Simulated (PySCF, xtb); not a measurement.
B(H)(NH2)(NMe2) (C₂H₉BN₂), SMILES N(C)(BN)C.

Geometry: r2SCAN-D4/def2-SVP. This is a generated structure with no PubChem entry under its InChIKey; it may be hypothetical. The values are those of a single conformer.

Level of theory: IEF-PCM-B3LYP/def2-SVP (PySCF 2.14.0).

The values are the electrostatic part of the solvation free energy, E(continuum) − E(gas) at the gas-phase geometry, in a cavity of scaled van der Waals radii (PySCF's table); cavitation and dispersion terms are not included. In vacuum the orbital gap is 7.23 eV. The dipole moment in vacuum is 1.36 D.

Problem. Estimate the values in water (ε = 78.36), chloroform (ε = 4.71), tetrahydrofuran (ε = 7.43). (An estimate is asked for; the answer gives what the named calculation found.)

Solution. 
```json
[
 {"solvent": "water", "ε": "78.36", "ΔG(elec) (kcal/mol)": "-3.3", "dipole (D)": "1.82", "gap (eV)": "7.49"},
 {"solvent": "chloroform", "ε": "4.71", "ΔG(elec) (kcal/mol)": "-2.3", "dipole (D)": "1.67", "gap (eV)": "7.42"},
 {"solvent": "tetrahydrofuran", "ε": "7.43", "ΔG(elec) (kcal/mol)": "-2.6", "dipole (D)": "1.73", "gap (eV)": "7.45"}
]
```

For comparison, GFN2-xTB/ALPB(water) (xtb, at the GFN2-xTB geometry, all terms of that model) gives -3.2 kcal/mol.
